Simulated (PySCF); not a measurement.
Isomers of C4H8F2O2Si, mass 154.026 u with the commonest isotopes. Theory: PBE0/pcSseg-1 in PySCF (dipole) on a GFN2-xTB geometry, gas phase. One conformer each, none proved a minimum here; rigid rotors.

Question: Order these by rotational constant B, smallest first.
A. `[CH3:1][O:2][SiH2:3][C:4]([O:5][CH3:6])=[C:7]([F:8])[F:9]` with C1–O2–Si3–C4 -61°, O2–Si3–C4–O5 40°, Si3–C4–O5–C6 180°
B. `[CH2:1]=[C:2]([O:3][SiH3:4])[O:5][C@H:6]([F:7])[CH2:8][F:9]` with C1–C2–O3–Si4 10°, C1–C2–O5–C6 13°, C2–O5–C6–F7 -75°, O5–C6–C8–F9 -90°
C. `[F:1][CH:2]([F:3])[C@H:4]1[CH2:5][CH2:6][O:7][SiH2:8][O:9]1` with F1–C2–C4–C5 -58°, C2–C4–C5–C6 72°, C4–C5–C6–O7 55°, C5–C6–O7–Si8 -41°, C6–O7–Si8–O9 22°
D. `[CH2:1]=[C:2]([CH2:3][O:4][CH:5]([F:6])[F:7])[O:8][SiH3:9]` with C1–C2–C3–O4 -132°, C2–C3–O4–C5 68°, C3–O4–C5–F6 73°, C1–C2–O8–Si9 169°
E. `[CH2:1]=[C:2]([CH2:3][O:4][SiH3:5])[O:6][CH:7]([F:8])[F:9]` with C1–C2–C3–O4 -21°, C2–C3–O4–Si5 -79°, C1–C2–O6–C7 -14°, C2–O6–C7–F8 -164°
F. `[CH2:1]=[C:2]([O:3][CH2:4][SiH3:5])[O:6][CH:7]([F:8])[F:9]` with C1–C2–O3–C4 -3°, C2–O3–C4–Si5 180°, C1–C2–O6–C7 -176°, C2–O6–C7–F8 162°
G. `[CH2:1]=[C:2]([O:3][SiH3:4])[O:5][CH2:6][CH:7]([F:8])[F:9]` with C1–C2–O3–Si4 -179°, C1–C2–O5–C6 4°, C2–O5–C6–C7 176°, O5–C6–C7–F8 159°

Answer: E (556.1 MHz), B (599.4 MHz), G (678.0 MHz), F (747.9 MHz), A (906.4 MHz), D (1050 MHz), C (1083 MHz).

Question: Order these by rotational constant C, smallest first.
A. `[CH3:1][O:2][SiH2:3][C:4]([O:5][CH3:6])=[C:7]([F:8])[F:9]` with C1–O2–Si3–C4 -61°, O2–Si3–C4–O5 40°, Si3–C4–O5–C6 180°
B. `[CH2:1]=[C:2]([CH2:3][O:4][CH:5]([F:6])[F:7])[O:8][SiH3:9]` with C1–C2–C3–O4 -132°, C2–C3–O4–C5 68°, C3–O4–C5–F6 73°, C1–C2–O8–Si9 169°
C. `[CH2:1]=[C:2]([CH2:3][O:4][SiH3:5])[O:6][CH:7]([F:8])[F:9]` with C1–C2–C3–O4 -21°, C2–C3–O4–Si5 -79°, C1–C2–O6–C7 -14°, C2–O6–C7–F8 -164°
D. `[F:1][CH:2]([F:3])[C@H:4]1[CH2:5][CH2:6][O:7][SiH2:8][O:9]1` with F1–C2–C4–C5 -58°, C2–C4–C5–C6 72°, C4–C5–C6–O7 55°, C5–C6–O7–Si8 -41°, C6–O7–Si8–O9 22°
E. `[CH2:1]=[C:2]([O:3][CH2:4][SiH3:5])[O:6][CH:7]([F:8])[F:9]` with C1–C2–O3–C4 -3°, C2–O3–C4–Si5 180°, C1–C2–O6–C7 -176°, C2–O6–C7–F8 162°
F. `[CH2:1]=[C:2]([O:3][SiH3:4])[O:5][CH2:6][CH:7]([F:8])[F:9]` with C1–C2–O3–Si4 -179°, C1–C2–O5–C6 4°, C2–O5–C6–C7 176°, O5–C6–C7–F8 159°

Answer: C (530.6 MHz), F (561.3 MHz), E (586.0 MHz), A (652.1 MHz), B (759.8 MHz), D (991.0 MHz).

Question: Order these by rotational constant A, smallest first.
A. `[CH2:1]=[C:2]([O:3][SiH3:4])[O:5][C@H:6]([F:7])[CH2:8][F:9]` with C1–C2–O3–Si4 10°, C1–C2–O5–C6 13°, C2–O5–C6–F7 -75°, O5–C6–C8–F9 -90°
B. `[CH2:1]=[C:2]([CH2:3][O:4][SiH3:5])[O:6][CH:7]([F:8])[F:9]` with C1–C2–C3–O4 -21°, C2–C3–O4–Si5 -79°, C1–C2–O6–C7 -14°, C2–O6–C7–F8 -164°
C. `[CH2:1]=[C:2]([CH2:3][O:4][CH:5]([F:6])[F:7])[O:8][SiH3:9]` with C1–C2–C3–O4 -132°, C2–C3–O4–C5 68°, C3–O4–C5–F6 73°, C1–C2–O8–Si9 169°
D. `[F:1][CH:2]([F:3])[C@H:4]1[CH2:5][CH2:6][O:7][SiH2:8][O:9]1` with F1–C2–C4–C5 -58°, C2–C4–C5–C6 72°, C4–C5–C6–O7 55°, C5–C6–O7–Si8 -41°, C6–O7–Si8–O9 22°
E. `[CH2:1]=[C:2]([O:3][SiH3:4])[O:5][CH2:6][CH:7]([F:8])[F:9]` with C1–C2–O3–Si4 -179°, C1–C2–O5–C6 4°, C2–O5–C6–C7 176°, O5–C6–C7–F8 159°
F. `[CH3:1][O:2][SiH2:3][C:4]([O:5][CH3:6])=[C:7]([F:8])[F:9]` with C1–O2–Si3–C4 -61°, O2–Si3–C4–O5 40°, Si3–C4–O5–C6 180°

Answer: C (1808 MHz), F (2024 MHz), E (2290 MHz), D (2409 MHz), A (2829 MHz), B (3501 MHz).

```json
{"SMILES": "C=C(O[SiH3])OCC(F)F", "point group": "C1", "Ia (u·Å²)": "220.65", "Ib (u·Å²)": "745.40", "Ic (u·Å²)": "900.43", "κ": "-0.86", "μa (D)": "0.30", "μb (D)": "0.12", "μc (D)": "0.88"}
{"SMILES": "CO[SiH2]C(OC)=C(F)F", "point group": "C1", "Ia (u·Å²)": "249.69", "Ib (u·Å²)": "557.55", "Ic (u·Å²)": "775.05", "κ": "-0.63", "μa (D)": "0.58", "μb (D)": "2.43", "μc (D)": "0.60"}
{"SMILES": "C=C(OC[SiH3])OC(F)F", "point group": "C1", "Ia (u·Å²)": "247.89", "Ib (u·Å²)": "675.70", "Ic (u·Å²)": "862.40", "κ": "-0.78", "μa (D)": "3.77", "μb (D)": "0.73", "μc (D)": "0.85"}
{"SMILES": "C=C(CO[SiH3])OC(F)F", "point group": "C1", "Ia (u·Å²)": "144.34", "Ib (u·Å²)": "908.85", "Ic (u·Å²)": "952.55", "κ": "-0.98", "μa (D)": "1.05", "μb (D)": "0.07", "μc (D)": "1.12"}
{"SMILES": "FC(F)[C@H]1CCO[SiH2]O1", "point group": "C1", "Ia (u·Å²)": "209.78", "Ib (u·Å²)": "466.81", "Ic (u·Å²)": "509.96", "κ": "-0.87", "μa (D)": "0.43", "μb (D)": "0.19", "μc (D)": "1.13"}
{"SMILES": "C=C(COC(F)F)O[SiH3]", "point group": "C1", "Ia (u·Å²)": "279.60", "Ib (u·Å²)": "481.52", "Ic (u·Å²)": "665.12", "κ": "-0.45", "μa (D)": "1.24", "μb (D)": "1.19", "μc (D)": "0.40"}
{"SMILES": "C=C(O[SiH3])O[C@H](F)CF", "point group": "C1", "Ia (u·Å²)": "178.64", "Ib (u·Å²)": "843.15", "Ic (u·Å²)": "954.77", "κ": "-0.94", "μa (D)": "1.25", "μb (D)": "0.51", "μc (D)": "0.18"}
```
